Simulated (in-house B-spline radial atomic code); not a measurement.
Checks on a self-consistent run for Tb2+, [Kr] (4d3/2)4 (4d5/2)5 (4f5/2)2 (4f7/2)7 5s2 5p6 (7p1/2)1. Level of theory: Dirac-Hartree-Fock, average of the jj configuration, Fermi nucleus of rms radius 5.06 fm; calculated with a radial B-spline atomic code at the basis-set limit.

```tsv
orbital	q	ε (Eh)	<1/r>	<r²>	small-component weight
1s1/2	2	-1923.47321	73.0904	0.000631478	0.058777
2s1/2	2	-324.33399	17.4943	0.00981278	0.013049
2p1/2	2	-307.53075	17.4279	0.0071402	0.013053
2p3/2	4	-280.00118	15.3452	0.0083637	0.012081
3s1/2	2	-74.76048	6.40328	0.0649088	0.004176
3p1/2	2	-67.43228	6.30762	0.0605039	0.0041052
3p3/2	4	-61.66902	5.78044	0.0674221	0.0038358
3d3/2	4	-49.21410	5.64797	0.05364	0.0036991
3d5/2	6	-48.01037	5.50663	0.055921	0.0036078
4s1/2	2	-16.57226	2.65342	0.329597	0.0013035
4p1/2	2	-13.60909	2.54462	0.346795	0.0012255
4p3/2	4	-12.32547	2.37496	0.383306	0.0011382
4d3/2	4	-7.37614	2.15089	0.439037	0.00096436
4d5/2	5	-7.33592	2.11338	0.454249	0.00094662
4f5/2	2	-1.54498	1.61819	0.794473	0.00059029
4f7/2	7	-1.52403	1.59981	0.815527	0.00057976
5s1/2	2	-3.07725	1.00218	1.94621	0.00026427
5p1/2	2	-2.14643	0.896875	2.39413	0.00021682
5p3/2	4	-1.97350	0.842105	2.66347	0.00019664
7p1/2	1	-0.29154	0.171188	63.3337	1.2906e-05
```

Electron-electron repulsion V_ee = 4250.9637 hartree.

(1) What total energy follows from the eigenvalues?

(2) Does the Dirac virial theorem hold?

(3) What diamagnetic shielding (Lamb formula) and susceptibility (Langevin formula) do the radii give?

Results:

(1) The eigenvalues count the repulsion twice, so E = Σqε - V_ee = -7454.901 - 4250.964 = -11705.864 hartree; the run printed -11705.864.

(2) For a point nucleus E = -2c²Σq·w, with w the small-component weight. Here Σq·w = 0.31163 and c = 137.0360, so the ratio E/(-2c²Σq·w) is 1.000138; the finite nucleus accounts for the departure from 1.

(3) σ = (α²/3)Σq<1/r> = 442.421/(3·137.036²) = 7853.2 ppm, and χ = -0.79199×10⁻⁶·Σq<r²> = -77.63×10⁻⁶ cm³/mol with Σq<r²> = 98.019 bohr². Both are non-relativistic formulas without the paramagnetism of open shells; for so heavy an element the full relativistic shielding is larger by tens of per cent.
